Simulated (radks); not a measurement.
Values are calculated unless marked as measured or tabulated.
These are the eigenvalues of the occupied orbitals of an atom or ion with whole-number occupations (eV). Level of theory: Dirac Kohn-Sham, PBE, spin-unpolarised, spherical densities, finite nucleus; Fermi nuclear charge, rms radius of each element as measured or else 0.836 A^(1/3) + 0.57 fm (a radial shooting solver on a logarithmic mesh with Libxc functionals).

orbital  eigenvalue
1s1/2     -63143.59
2s1/2     -10742.33
2p1/2     -10254.72
2p3/2     -9137.245
3s1/2     -2434.356
3p1/2     -2218.290
3p3/2     -1979.938
3d3/2     -1612.642
3d5/2     -1560.602
4s1/2     -484.5805
4p1/2     -396.5368
4p3/2     -342.3120
4d3/2     -197.4499
4d5/2     -187.5500
5s1/2      -60.8999
5p1/2      -36.5882
5p3/2      -29.7131
4f5/2      -10.4470
4f7/2       -8.9247
6s1/2       -4.6593
5d3/2       -1.9493
5d5/2       -1.6321

Which element is it, and in what charge state? The configuration may be excited. Open shells, if any, are shared by 2j + 1.

Answer. Z = 71, lutetium, charge 0: Lu in [Xe] 4f14 5d1 6s2. The list shows which subshells hold electrons but not how many an open one holds; the 1s level, -2320.5 hartree, gives Z - s = 68.1 by -(Z - s)^2/2, which with screening and relativity narrows Z to a few neighbours, and the depths of the outer levels then fix element, charge and occupations together.
